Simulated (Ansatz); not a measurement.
**A rate constant, worked out**

An elementary step of SiNH3SF2, closed shell (SiNH₃SF₂ ([NH2][Si]([F])([F])[SH]) → SiNHF₂ ([NH][Si]([F])[F]) + H₂S (still joined by a long Si–S bond); Si–S, N–H broken or loosened, S–H formed or tightened). The start structure is the reactant molecule, and the electronic barrier above it is 2.939 eV by CCSD(T) at an estimated basis limit (MP2 extrapolated from triple and quadruple zeta, plus CCSD(T) − MP2 in triple zeta). Program: Ansatz 0.2.0. Basis: def2-TZVPP and def2-QZVPP. Cores are frozen in the correlated methods. Extrapolation: Hartree–Fock as exp(−7.88 √X), correlation as X^−2.97. Harmonic wavenumbers at PBE0-D4/def2-TZVP (Ansatz 0.2.0), in cm⁻¹:

Start: 170, 189, 214, 288, 316, 322, 340, 379, 541, 752, 799, 856, 958, 979, 1574, 2715, 3621, 3722.

Saddle: 206i, 129, 161, 254, 298, 328, 352, 413, 454, 623, 672, 799, 920, 1147, 1189, 2464, 2693, 3672.

**Question.** Work out the transition-state-theory rate constant at 800 K from these numbers alone (harmonic vibrations; rotation, path degeneracy and anharmonicity left out), and the Wigner tunnelling factor. Use 1 cm⁻¹ = 1.2398 × 10⁻⁴ eV and k_B = 8.617 × 10⁻⁵ eV/K.

**Answer.** Zero-point energies, half the sums: start 18735/2 cm⁻¹ = 1.1614 eV; saddle, real modes only, 16568/2 cm⁻¹ = 1.0271 eV.
Barrier with zero-point energy: 2.939 + 1.0271 − 1.1614 = 2.8047 eV.
k_BT = 0.06894 eV, so the barrier is 40.68 k_BT.
Vibrational partition functions from the zero-point level, ln q = −Σ ln(1 − exp(−hν/k_BT)): start 9.513, saddle 9.149.
k = (k_BT/h) exp(ln q‡ − ln q) exp(−E0/k_BT), with log₁₀(k_BT/h in s⁻¹) = 13.22: log₁₀ k = 13.22 + (-0.364 − 40.68)/2.3026 = -4.61, so k ≈ 2 × 10^(-5) s⁻¹.
Wigner factor: 1 + (hν‡/k_BT)²/24 = 1 + (0.37)²/24 = 1.01. A change of 1 kcal/mol (0.043 eV) in the barrier would change k by a factor of 1.9 at this temperature.

No T1 diagnostic of these runs exceeds 0.014.

Labels in which every atom is bracketed show which atoms are joined, not bond orders.

For scale, one of the runs: CCSD(T)/def2-TZVPP, 219 basis functions (an equivalent command: `ansatz run in.yaml --threads 4`). The run took 92 s on 4 CPU threads (shared host), with 3.3 GiB of host memory at its peak.
